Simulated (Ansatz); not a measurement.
Species: TiO2 (charge +1, doublet). SMILES of the parent species: [O]=[Ti]=[O]

Atoms: Ti1, O2, O3. Bonds: Ti1-O2, Ti1-O3.

Bond lengths (Å) and angles (degrees) optimised at HF/STO-3G with Ansatz (a quantum-chemistry and plane-wave program); PBE/6-31G* with LANL2DZ past Ar with Ansatz; B3LYP/LANL2DZ with Ansatz; B3LYP/6-31G* with LANL2DZ past Ar with Ansatz, each started from the B3LYP-D3(BJ)/def2-TZVP structure (Ansatz) of the last column. A row stands for all coordinates that are equal there. 6-31G* holds six Cartesian d functions. No wavenumbers were computed at HF/STO-3G, PBE/6-31G* with LANL2DZ past Ar, B3LYP/LANL2DZ, so these may be saddle points.

```json
[
 {"coordinate": "Ti1-O2", "HF/STO-3G": "1.581", "PBE/6-31G* with LANL2DZ past Ar": "1.669", "B3LYP/LANL2DZ": "1.673", "B3LYP/6-31G* with LANL2DZ past Ar": "1.661", "B3LYP-D3(BJ)/def2-TZVP": "1.613"},
 {"coordinate": "Ti1-O3", "HF/STO-3G": "1.781", "PBE/6-31G* with LANL2DZ past Ar": "1.669", "B3LYP/LANL2DZ": "1.673", "B3LYP/6-31G* with LANL2DZ past Ar": "1.660", "B3LYP-D3(BJ)/def2-TZVP": "1.691"},
 {"coordinate": "O2-Ti1-O3", "HF/STO-3G": "108.8", "PBE/6-31G* with LANL2DZ past Ar": "93.3", "B3LYP/LANL2DZ": "95.2", "B3LYP/6-31G* with LANL2DZ past Ar": "94.0", "B3LYP-D3(BJ)/def2-TZVP": "96.0"}
]
```

Mean signed difference of all 2 bond lengths from B3LYP-D3(BJ)/def2-TZVP: HF/STO-3G 0.029 Å, PBE/6-31G* with LANL2DZ past Ar 0.017 Å, B3LYP/LANL2DZ 0.021 Å, B3LYP/6-31G* with LANL2DZ past Ar 0.008 Å.
